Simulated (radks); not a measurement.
Values are calculated unless marked as measured or tabulated.
Problem. The mean radii <r> (bohr) of the occupied orbitals of an atom or ion are listed with their occupations. Level of theory: Dirac Kohn-Sham, BLYP, spin-unpolarised, spherical densities, finite nucleus; Fermi nuclear charge, rms radius of each element as measured or else 0.836 A^(1/3) + 0.57 fm (a radial shooting solver on a logarithmic mesh with Libxc functionals).

orbital  occ.      <r>
1s1/2       2  0.01715
2s1/2       2  0.07170
2p1/2       2  0.05906
2p3/2       4  0.06749
3s1/2       2   0.1866
3p1/2       2   0.1768
3p3/2       4   0.1923
3d3/2       4   0.1676
3d5/2       6   0.1723
4s1/2       2   0.4150
4p1/2       2   0.4179
4p3/2       4   0.4518
4d3/2       4   0.4618
4d5/2       6   0.4730
5s1/2       2   0.9535
4f5/2       6   0.5127
4f7/2       8   0.5201
5p1/2       2    1.035
5p3/2       4    1.136
5d3/2       4    1.613
5d5/2       5    1.687

Name the element and its charge. Open shells, if any, fill j = l - 1/2 first.

Solution. Z = 78, platinum, charge +1: Pt+ in [Xe] 4f14 5d9. The 1s radius gives Z: for a bare nucleus <r> = (2 gamma + 1)/(2Z) with gamma = sqrt(1 - (Z/c)^2), 0.01695 bohr for Z = 78, and screening makes it slightly larger (0.01715 here). The occupations add up to 77, and the charge is Z minus that.
